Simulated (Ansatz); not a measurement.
This geometry of ClF4HHf (7 atoms, charge 0, multiplicity 1) is a first-order saddle point.

These are results of Ansatz, RKS PBE0/def2-SVP, not measurements.

```xyz
7
Properties=species:S:1:pos:R:3
Hf -0.469 -0.331 0.104
F 1.581 -0.384 -0.336
F -0.495 -2.219 -0.074
F -1.854 0.146 -1.098
F -1.020 -0.081 1.899
H 1.559 0.821 -0.331
Cl 0.697 2.047 -0.163
```

Q: Which two structures does it join? (They come from a converged band through this point; their orientation in space is the band's.)

A: Bonds broken: H6–Cl7. Bonds formed: F2–H6.

First end point:

```xyz
7
Properties=species:S:1:pos:R:3
Hf -0.465 -0.622 0.086
F 1.402 -0.728 -0.380
F -0.981 -2.450 0.128
F -1.610 0.125 -1.248
F -0.841 -0.021 1.859
H 1.804 1.558 -0.376
Cl 0.691 2.138 -0.068
```

Last end point:

```xyz
7
Properties=species:S:1:pos:R:3
Hf -0.628 -0.150 -0.018
F 1.691 -0.252 0.497
F -0.273 -1.869 -0.749
F -2.421 0.144 -0.555
F -0.784 -0.130 1.877
H 1.963 0.522 0.029
Cl 0.452 1.735 -1.081
```

Q: How far does it lie above each of them?

A: 6.4 kcal/mol above the first and 7.2 kcal/mol above the second. This is the barrier of this one path; another mechanism may lie lower. The orbitals stay closed-shell, which can raise the energy where a bond breaks towards radicals; this wasn't checked here.

Time of the run: 5.1 min on 2 threads of Arm Neoverse V2, on a shared host, peak memory 0.26 GiB.
